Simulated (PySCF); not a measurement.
## Steps of a relaxation of [OsOCl4]2+

[OsOCl4]2+ (singlet). PySCF 2.14.0, RKS B3LYP, Os def2-SVP with ECP60, O def2-SVP, Cl def2-SVP; non-relativistic Hamiltonian with scalar-relativistic core potentials where named; density fitting; no spin-orbit coupling. Origin of the start: displaced along the imaginary mode. Columns: position (Å) and force (eV/Å). Energies are counted from the last step; some of the 19 steps are shown. Forces carry noise of the integration grid, about 0.01 to 0.03 eV/Å.

Run from Python with OMP_NUM_THREADS=2. Where DIIS fails, smearing, a level shift and second-order steps follow.
It took 100 s on 2 threads of Arm Neoverse V1, on a shared host, from the converged density of the start.

```xyz
6
step 0  E = 0.073 eV
Os    0.0252   -0.0019    0.1699    -0.82   -0.05    0.96
O    -0.2493    0.0186    1.8640     0.35    0.00   -1.21
Cl   -0.1581    0.0118   -2.1162     0.07    0.01    0.30
Cl    2.1967   -0.0082    0.1584     0.17    0.00    0.03
Cl   -1.0358    1.9771    0.0830     0.11    0.03   -0.04
Cl   -1.0272   -1.9789    0.0893     0.13    0.00   -0.04
```

```xyz
6
step 6  E = 0.025 eV
Os   -0.0427   -0.0613    0.1723     0.30   -0.08    0.20
O    -0.3215    0.1228    1.8333    -0.11    0.00   -0.36
Cl   -0.2623    0.0992   -2.0938    -0.09    0.00    0.19
Cl    2.1322   -0.0726    0.1868     0.06   -0.02   -0.02
Cl   -0.9084    2.0557    0.0673    -0.10    0.01    0.00
Cl   -0.8458   -2.1253    0.0824    -0.06    0.09   -0.01
```

```xyz
6
step 12  E = 0.005 eV
Os   -0.0019   -0.0781    0.1636    -0.04   -0.04    0.15
O    -0.3085    0.1550    1.8088    -0.01    0.05   -0.07
Cl   -0.2482    0.1309   -2.0737     0.01    0.02   -0.04
Cl    2.1734   -0.1030    0.1901     0.00   -0.01   -0.04
Cl   -0.9798    2.0174    0.0685     0.01   -0.06    0.01
Cl   -0.8834   -2.1035    0.0911     0.02    0.04   -0.02
```

Q: Where does the relaxation end?

A: It converges at step 18 in C1, nearly Cs:
```xyz
6
step 18  E = 0
Os    0.0080   -0.0859    0.1677
O    -0.2167    0.2161    1.8155
Cl   -0.1393    0.1881   -2.0757
Cl    2.1924   -0.1702    0.1643
Cl   -1.1348    1.9216    0.0706
Cl   -0.9580   -2.0511    0.1060
```

Q: How did the contacts change?

A: 
```json
{"contact": "Os1–O2 (O)", "start (Å)": "1.716", "end (Å)": "1.690"}
{"contact": "Os1–Cl3 (Cl)", "start (Å)": "2.294", "end (Å)": "2.265"}
{"contact": "Os1–Cl4 (Cl)", "start (Å)": "2.172", "end (Å)": "2.186"}
{"contact": "Os1–Cl5 (Cl)", "start (Å)": "2.247", "end (Å)": "2.312"}
{"contact": "Os1–Cl6 (Cl)", "start (Å)": "2.241", "end (Å)": "2.191"}
```
